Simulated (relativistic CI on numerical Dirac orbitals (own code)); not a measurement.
Computed by Dirac-Coulomb-Breit CI, KLI orbitals optimised for each configuration, QED by a radiative potential, unscaled Slater integrals (own radial code, finite nucleus).

The strongest absorption lines from the ground level of an ion, among the configurations computed and to levels below about 1160 eV (vacuum wavelength in nm, gf): 1.0743 (0.15), 3.4858 (0.57), 3.5418 (0.52), 3.8350 (1.4), 4.8479 (0.43), 4.9050 (0.88), 4.9549 (0.46), 5.0012 (0.16).

**Question.** Which ion is it?
A. Gd44+
B. Ce38+
C. Pm41+
D. Ce36+

**Answer.** B. Ce38+ has 20 electrons and the ground level 3s2 3p6 3d2 3F_2; the strongest line goes to 3s2 3p5 3d3 3F°_2. The pattern of lines fixes the number of electrons, and along that sequence the line energies rise steadily with the charge (about as its square where n changes within one kind of shell, about linearly where n is kept but much faster in heavy ions where fine structure, which grows about as Z⁴, sets the gap, and irregularly where shells cross), which fixes Z. Configurations outside the model, such as inner-shell arrays, can give stronger lines. At this charge energies of transitions that change n are usually good to better than 1 %, and those within a shell (Δn = 0) to a few per cent. Terms inside the open d or f shell come out 10 to 20 % too wide with unscaled integrals.

LS names give the leading component of a level, which can be under half, so a name can repeat, a term be missing and a line seem to break the LS rules.
